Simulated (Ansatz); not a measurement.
A single point on CH$_{8}$BClSi$_{2}$ (`CB[SiH2][SiH2]Cl`).

```yaml
crystal:
  periodic: [false, false, false]
  atoms:
    - {symbol: C, position_ang: [-1.916625, -0.467759, 0.922107]}
    - {symbol: B, position_ang: [-0.412565, -0.309951, 1.253205]}
    - {symbol: Si, position_ang: [1.044099, -0.852687, -0.019792]}
    - {symbol: Si, position_ang: [1.407755, 1.053145, -1.338721]}
    - {symbol: Cl, position_ang: [-0.414455, 1.692884, -2.089840]}
    - {symbol: H, position_ang: [-2.174153, -1.262669, 0.220703]}
    - {symbol: H, position_ang: [-2.155498, 0.481051, 0.407278]}
    - {symbol: H, position_ang: [-2.572023, -0.503247, 1.795280]}
    - {symbol: H, position_ang: [-0.086310, 0.286670, 2.242328]}
    - {symbol: H, position_ang: [2.351453, -1.169578, 0.623977]}
    - {symbol: H, position_ang: [0.684775, -1.959220, -0.951622]}
    - {symbol: H, position_ang: [2.294067, 0.799685, -2.503208]}
    - {symbol: H, position_ang: [1.969978, 2.176977, -0.546994]}
basis:
  gaussian: {orbitals: def2-QZVPP}
correlation: {method: mp2}
```

```sh
$ ansatz run in.yaml --threads 4 --pin off --events-out ev --progress --plain --max-ram 10444MiB
```

It prints (some lines left out):

```
Functional definition: HF
3299 factors; integrals over basis functions are off by at most 7.3e-4 eV
mean field evaluation 1: about -30056.6980 eV, gradient 3.2e1 eV
mean field evaluation 2: about -30056.8508 eV, gradient 3.2e1 eV
mean field evaluation 4: about -30060.2958 eV, gradient 3.5e0 eV
mean field evaluation 8: about -30060.3672 eV, gradient 1.9e-1 eV
mean field -30060.36751915 eV, -1104.6981306798 hartree, gradient 5.8e-6 eV, S^2 0.000000; 0 other end points of the search recorded, 0 dependent functions left out
17 core orbitals not correlated: weight in the atoms' cores, before any rotation towards them, 1.000 or more for the frozen orbitals, at most 0.000 for the correlated occupied ones
reference -30060.36751915 eV, -1104.6981306798 hartree; 15, 15 occupied and 532, 532 virtual orbitals, 3299 factors
second order -20.93267937 eV of doubles, -0.00000000 eV of singles
Total energy: -30081.30019852 eV, -1105.4673924579 hartree
```

Run time 32 s (4 threads of an Arm Neoverse V1 on a shared host); peak host memory 4.2 GiB.
